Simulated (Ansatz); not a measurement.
Two structures, one formula

The two ends of one reaction step of BH2BrOF2, singlet (PBE0-D4/def2-TZVP).

A:

| atom | x (Å) | y (Å) | z (Å) |
| --- | --- | --- | --- |
| B1 | -0.6691 | 0.1956 | -0.0246 |
| O2 | 1.0184 | 0.2668 | -0.0455 |
| F3 | -0.9516 | 0.0263 | -1.3314 |
| F4 | -1.0431 | 1.3478 | 0.5344 |
| H5 | 1.3346 | -0.3364 | 0.6445 |
| Br6 | -1.0079 | -1.4240 | 1.1212 |
| H7 | 1.3187 | -0.0761 | -0.8987 |

B:

```tsv
atom	x (Å)	y (Å)	z (Å)
B1	-0.4740	0.9140	-0.7068
O2	0.3577	-0.0909	-0.3506
F3	-0.3325	1.5622	-1.8511
F4	-1.4477	1.2541	0.1066
H5	0.3556	-1.2374	1.3426
Br6	0.4978	-2.1220	2.4562
H7	1.0432	-0.2799	-0.9969
```

Ansatz 0.2.0; basis: def2-TZVPP; cores frozen in the correlated methods. Filled d shells of the heavier atoms are correlated. The def2 sets are not built for correlating such inner shells, so the correlated values are less sure here. B3LYP uses VWN-RPA correlation.

Question: Which structure is lower at CCSD(T), and by how much? (An estimate is asked for; the value comes from the calculation.)

Answer: By the calculation: B, by 39.1 kJ/mol (electronic energy, against the other). By their contacts, A is BH₂BrOF₂ ([OH2][B]([F])([F])[Br]) and B is a complex of BHOF₂ ([OH][B]([F])[F]) + HBr.

All methods give the same order:

| method | E(B) − E(A) (kJ/mol) |
| --- | --- |
| SPW92 | -10.9 |
| PBE-D4 | -31.6 |
| BLYP-D4 | -49.4 |
| r2SCAN-D4 | -31.0 |
| B97M-V | -42.0 |
| PBE0-D4 | -31.0 |
| B3LYP-D4 | -47.3 |
| r2SCAN0-D4 | -30.9 |
| BHLYP-D4 | -46.8 |
| CAM-B3LYP-D4 | -45.1 |
| wB97X-V | -33.9 |
| wB97M-V | -32.4 |
| B2PLYP | -46.8 |
| PBE-QIDH | -31.1 |
| RPA on PBE | -41.6 |
| HF | -70.5 |
| MP2 | -33.5 |
| CCSD | -43.9 |
| CCSD(T) | -39.1 |

The T1 diagnostic stays at or below 0.010.

Labels in which every atom is bracketed show which atoms are joined, not bond orders.

For scale, one of the runs: CCSD(T)/def2-TZVPP, 200 basis functions, launched by `ansatz run in.yaml --threads 4 --pin off --events-out ev --progress --plain --max-ram 9574MiB`. Time: 5.1 min of wall clock on 4 CPU threads of an AMD EPYC; the host was shared. Peak host memory: 2.8 GiB.
